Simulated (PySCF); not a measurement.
Broadened absorption spectrum of C3H8Cl2OSi2

C₃H₈Cl₂OSi₂.
SMILES: `ClC[Si@@H]1OC[C@@H](Cl)[SiH2]1`

Level of theory: TDDFT PBE0/def2-SVPD, vertical, gas phase, core orbitals frozen in the response (PySCF 2.14.0, density-fitted response routines). The structure is a single GFN2-xTB conformer in the gas phase; no vibrational or solvent corrections.

Each state is given a Gaussian of 0.4 eV full width at half maximum, with ε(max) = 2.175×10⁸ f / Δν̃ (Δν̃ the width in cm⁻¹). The cross-section is σ = 3.8235×10⁻²¹ ε cm², given in Mb (10⁻¹⁸ cm²). The width is an assumption, not a result. The curve ends short of the highest state used, and states not computed would add to its high-energy end.

(λ (nm), σ (Mb)): (196.8, 5.05), (198.5, 4.44), (200.2, 4.89), (202.0, 6.55), (203.7, 9.06), (205.4, 12.15), (207.2, 15.48), (208.9, 18.06), (210.6, 19.57), (212.4, 19.68), (214.1, 18.41), (215.8, 16.09), (217.6, 13.00), (219.3, 9.97), (221.0, 7.20), (222.8, 4.79), (224.5, 3.08), (226.2, 1.88), (228.0, 1.06), (229.7, 0.58), (231.4, 0.31), (233.2, 0.15), (234.9, 0.07), (236.6, 0.03)

Q: Locate the maxima and give the states behind the curve.

A: 212 nm (5.86 eV), ε about 5200, made up of S1 (84%) and S2 (16%) (ε in L mol⁻¹ cm⁻¹; maxima over ε = 5, shares over 10%). At its high-energy end, 6.30 eV, the curve is still rising (ε about 1300, from S4). The states used: S1 5.84 eV (f 0.065); S2 5.96 eV (f 0.014); S3 6.26 eV (f 0.0014); S4 6.53 eV (f 0.033); S5 6.63 eV (f 0.010); S6 6.83 eV (f 0.046); S7 6.85 eV (f 0.0044); S8 6.90 eV (f 0.0028).

Q: On this curve, what absorbance would a 10⁻³ mol/L sample give at 222 nm over a 1 cm path?

A: 222 nm is 5.585 eV, where ε is about 1500 L mol⁻¹ cm⁻¹, so A = ε c l ≈ 1.5 (Beer–Lambert, with the gas-phase spectrum and the assumed width).

Q: Coming from long wavelengths, where does ε first pass 100 L mol⁻¹ cm⁻¹?

A: At about 231 nm (5.37 eV), 0.47 eV below S1.

Q: What would ε be at 5.86 eV, the highest of these maxima, with half the width (0.2 eV)?

A: About 9550 L mol⁻¹ cm⁻¹ against 5190, a factor of about 1.8; a lone state at its own centre would give exactly 2.

Time: 76 s of wall time; peak memory 1.0 GiB. Hardware: Arm Neoverse V1, one thread, shared host with 32 logical CPUs at a one-minute load of 27.
